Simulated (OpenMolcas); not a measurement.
d8 ions of charge +2 down a group on the Na site of NaCl

```yaml
Program: OpenMolcas
Method: CASSCF
Spin-orbit_coupling: state interaction with AMFI integrals over the reference wave functions
```

The d shell is active. Each dopant is a cluster with its nearest anions in model potentials and point charges, with no relaxation and no local charge compensation. Distances were set from a Shannon-type radius of the metal (high-spin where two are listed) plus a fixed donor radius (Cl 1.76 Å), in hosts weighted 0.65 to 0.35 with the host's distance in the model lattice. Ligand basis ANO-RCC-VDZP, DKH2 Hamiltonian. States (labels of O, the rotations of Oh). Energies in cm-1 above the lowest state or level, χT in cm3 K/mol. Spin-only χT is S(S+1) / 2 for the spin of the ground state.

```json
{"Ion": "Pd2+", "Shell": "4d8", "R (Å)": "2.69", "Metal basis": "ANO-RCC-VTZP", "Ground state": "3A2", "First state of that spin": "3T2 7097", "First gap with spin-orbit (degeneracies)": "6309 (3, 2)", "χT at 300 K": "1.684", "First state of another spin": "1E 12441", "Spin-only χT": "1.000"}
{"Ion": "Pt2+", "Shell": "5d8", "R (Å)": "2.651", "Metal basis": "ANO-RCC-VTZP", "Ground state": "3A2", "First state of that spin": "3T2 10207", "First gap with spin-orbit (degeneracies)": "7047 (3, 2)", "χT at 300 K": "1.922", "First state of another spin": "1E 11103", "Spin-only χT": "1.000"}
```

Every ion keeps the highest spin of its shell. χT departs most from the spin-only value for Pt2+, by +0.922 cm3 K/mol.

Without dynamic correlation the repulsion within the d shell is too large (B by tens of per cent), so at a given field states of lower spin stand too high. Real 4d8 and 5d8 ions are as a rule square planar and diamagnetic. With metal d orbitals alone the field can be off either way by tens of per cent. Ligand-to-metal charge-transfer states are missing. With no ligand orbital active B as a rule stays too high, so bands that hang on it stand too high and its fall with covalency is understated. No measured value stands beside these numbers; the geometry was set by hand and not optimised.
